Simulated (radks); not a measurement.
Sn, 50 electrons, occupied as [Kr] 4d10 5s2 5p2 (the NIST ground configuration). All-electron calculation, scalar-relativistic Kohn-Sham, LDA (Slater exchange, Perdew-Wang correlation), spin-unpolarised, spherical densities, finite nucleus; Fermi nuclear charge, rms radius 4.6519 fm. Program: a radial shooting solver on a logarithmic mesh with Libxc functionals.

Normalised radial functions P(r) = r R(r), r in bohr:

r	3p	4p	5p
0.002103	0.0085	0.0037	0.0009
0.002448	0.0111	0.0048	0.0012
0.002827	0.0143	0.0062	0.0015
0.003292	0.0187	0.0081	0.0020
0.003801	0.0242	0.0104	0.0026
0.00439	0.0311	0.0134	0.0033
0.005111	0.0406	0.0175	0.0043
0.005902	0.0521	0.0225	0.0055
0.006871	0.0677	0.0292	0.0072
0.007936	0.0866	0.0374	0.0092
0.009238	0.1118	0.0483	0.0119
0.01067	0.1419	0.0612	0.0150
0.01242	0.1814	0.0783	0.0192
0.01434	0.2276	0.0982	0.0241
0.01657	0.2836	0.1222	0.0300
0.01929	0.3544	0.1527	0.0375
0.02227	0.4332	0.1865	0.0458
0.02593	0.5286	0.2273	0.0558
0.02995	0.6290	0.2701	0.0663
0.03486	0.7418	0.3178	0.0780
0.04026	0.8492	0.3628	0.0890
0.04687	0.9532	0.4053	0.0994
0.05413	1.0298	0.4352	0.1066
0.06251	1.0695	0.4478	0.1096
0.07277	1.0515	0.4334	0.1058
0.08405	0.9589	0.3852	0.0937
0.09784	0.7647	0.2908	0.0702
0.113	0.4819	0.1580	0.0372
0.1315	0.0856	-0.0229	-0.0076
0.1519	-0.3589	-0.2183	-0.0556
0.1769	-0.8554	-0.4232	-0.1055
0.2043	-1.2944	-0.5821	-0.1434
0.2359	-1.6422	-0.6698	-0.1626
0.2746	-1.8544	-0.6500	-0.1540
0.3171	-1.8794	-0.5059	-0.1139
0.3692	-1.7256	-0.2264	-0.0400
0.4264	-1.4487	0.1265	0.0501
0.4964	-1.0861	0.5306	0.1479
0.5733	-0.7444	0.8734	0.2220
0.6674	-0.4428	1.1246	0.2588
0.7708	-0.2386	1.2195	0.2411
0.8901	-0.1122	1.1729	0.1701
1.036	-0.0429	1.0046	0.0470
1.197	-0.0145	0.7841	-0.0979
1.393	-0.0038	0.5432	-0.2579
1.609	-0.0008	0.3463	-0.3960
1.873	-0.0001	0.1919	-0.5104
2.163	0.0000	0.0975	-0.5789
2.518	0.0000	0.0415	-0.6050
2.908	0.0000	0.0160	-0.5877
3.359	0.0000	0.0052	-0.5360
3.91	0.0000	0.0013	-0.4548
4.516	0.0000	0.0003	-0.3646
5.257	0.0000	0.0000	-0.2681
6.072	0.0000	0.0000	-0.1855
7.068	0.0000	0.0000	-0.1148
8.163	0.0000	0.0000	-0.0662
9.503	0.0000	0.0000	-0.0331
10.97	0.0000	0.0000	-0.0152

3p: eigenvalue -698.38 eV, 1 radial node at r = 0.135 bohr, <r> = 0.338 bohr, 90 % of the charge inside 0.508 bohr. 4p: eigenvalue -89.564 eV, 2 radial nodes at r = 0.129, 0.406 bohr, <r> = 0.886 bohr, 90 % of the charge inside 1.30 bohr. 5p: eigenvalue -3.868 eV, 3 radial nodes at r = 0.128, 0.395, 1.09 bohr, <r> = 3.22 bohr, 90 % of the charge inside 4.97 bohr.
